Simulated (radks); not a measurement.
All-electron atom: the iron ion Fe4+ in [Ar] 3d4. All-electron calculation, Dirac Kohn-Sham, LDA (Slater exchange, Perdew-Zunger correlation), spin-unpolarised, spherical densities, point nucleus; open shells are shared between the two j in proportion to 2j + 1. Program: a radial shooting solver on a logarithmic mesh with Libxc functionals.

Normalised radial functions P(r) = r R(r) (large component), r in bohr:

r           4s1/2
0.006275   0.0692
0.007132   0.0767
0.008171   0.0851
0.009287   0.0936
0.01064    0.1029
0.01209    0.1119
0.01374    0.1210
0.01575    0.1304
0.0179     0.1386
0.02034    0.1459
0.0233     0.1519
0.02649    0.1552
0.0301     0.1557
0.03449    0.1520
0.0392     0.1438
0.04455    0.1300
0.05104    0.1083
0.05801    0.0808
0.06593    0.0462
0.07554    0.0019
0.08585   -0.0458
0.09758   -0.0971
0.1118    -0.1524
0.1271    -0.2007
0.1456    -0.2422
0.1654    -0.2658
0.188     -0.2686
0.2154    -0.2434
0.2448    -0.1900
0.2783    -0.1082
0.3188     0.0046
0.3624     0.1253
0.4118     0.2460
0.4718     0.3549
0.5363     0.4204
0.6095     0.4342
0.6983     0.3811
0.7936     0.2661
0.902      0.0965
1.033     -0.1238
1.175     -0.3431
1.335     -0.5452
1.529     -0.7106
1.738     -0.7975
1.991     -0.8055
2.263     -0.7385
2.572     -0.6177
2.947     -0.4604
3.35      -0.3146
3.807     -0.1927
4.362     -0.1002
4.957     -0.0472
5.634     -0.0191
6.455     -0.0061
7.337     -0.0017

4s1/2 (empty): eigenvalue -43.679 eV, 3 radial nodes at r = 0.0759, 0.317, 0.960 bohr, <r> = 2.06 bohr, 90 % of the charge inside 2.97 bohr.
